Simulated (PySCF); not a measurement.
A side-by-side comparison of computed properties.

First species: C₇H₁₀FPSi.
Geometry (GFN2-xTB, Å), atoms numbered from 1 in this order:
```xyz
20
C7H10FPSi angstrom
F     -3.552    1.088    1.699
C     -2.569    0.577    0.928
C     -2.052   -0.668    1.237
C     -1.039   -1.182    0.449
C     -0.544   -0.458   -0.630
P      0.775   -1.105   -1.720
C      2.160    0.023   -1.218
Si     2.493    0.198    0.653
C     -1.101    0.782   -0.930
C     -2.111    1.313   -0.150
H     -2.439   -1.215    2.082
H     -0.628   -2.155    0.677
H      1.122   -2.164   -0.869
H      3.047   -0.360   -1.729
H      1.947    0.998   -1.664
H      2.675   -1.137    1.228
H      1.372    0.880    1.299
H      3.720    0.982    0.806
H     -0.736    1.336   -1.784
H     -2.545    2.276   -0.367
```

Second species: C₇H₁₀FPSi.
Numbering: `[CH3:1][c:2]1[cH:3][c:4]([F:5])[p:6][c:7]([CH3:8])[c:9]1[SiH3:10]` (hydrogens: H11, H12, H13 on C1; H14 on C3; H15, H16, H17 on C8; H18, H19, H20 on Si10)

Geometry (GFN2-xTB, Å), atoms numbered from 1 in this order:
```xyz
20
C7H10FPSi angstrom
C     -1.732   -1.672   -0.116
C     -1.146   -0.294   -0.022
C     -2.043    0.766    0.015
C     -1.659    2.084    0.086
F     -2.647    3.013    0.139
P     -0.038    2.696    0.072
C      0.811    1.168    0.022
C      2.305    1.333   -0.017
C      0.243   -0.103    0.016
Si     1.411   -1.605    0.061
H     -1.611   -2.206    0.826
H     -1.242   -2.250   -0.897
H     -2.795   -1.620   -0.340
H     -3.105    0.562   -0.009
H      2.754    1.024    0.926
H      2.744    0.733   -0.813
H      2.565    2.377   -0.188
H      1.909   -1.840   -1.298
H      0.746   -2.809    0.557
H      2.525   -1.347    0.975
```

Levels: PBE0/pcSseg-1 for dipole moment, HOMO energy, LUMO energy and HOMO–LUMO gap; GFN2-xTB for rotational constant A and rotational constant C. Geometries: GFN2-xTB. Each species is one conformer at its optimised geometry, gas phase, non-relativistic unless stated; the electronic structure was computed with PySCF and density fitting.

Dipoles, sizes and rotational constants follow the conformer. The torsions of the flexible species, by atom-mapped SMILES:
- `[F:1][c:2]1[cH:3][cH:4][c:5]([PH:6][CH2:7][SiH3:8])[cH:9][cH:10]1`: C4–C5–P6–C7 -110°, C5–P6–C7–Si8 50°

Values for the first species:

| Item | Value |
| --- | --- |
| Dipole moment | 1.18 D |
| HOMO energy | -6.59 eV |
| LUMO energy | -0.74 eV |
| HOMO–LUMO gap | 5.85 eV |
| Rotational constant A | 1.751 GHz |
| Rotational constant C | 0.497 GHz |

Q: Estimate the same properties for the second species, and the change in each.

A: 
```json
{"property": "dipole moment", "first": "1.18 D", "second": "2.71 D", "second less first": "+1.53 D"}
{"property": "HOMO energy", "first": "-6.59 eV", "second": "-6.96 eV", "second less first": "-0.37 eV"}
{"property": "LUMO energy", "first": "-0.74 eV", "second": "-1.55 eV", "second less first": "-0.81 eV"}
{"property": "HOMO–LUMO gap", "first": "5.85 eV", "second": "5.41 eV", "second less first": "-0.44 eV"}
{"property": "rotational constant A", "first": "1.751 GHz", "second": "1.483 GHz", "second less first": "-0.268 GHz"}
{"property": "rotational constant C", "first": "0.497 GHz", "second": "0.517 GHz", "second less first": "+0.020 GHz"}
```

On the first: The dipole matches unit charges of opposite sign 0.25 Å apart (1 e·Å = 4.8032 D).

On the second: The dipole equals about 9.0 × 10⁻³⁰ C·m (1 D = 3.33564 × 10⁻³⁰ C·m).
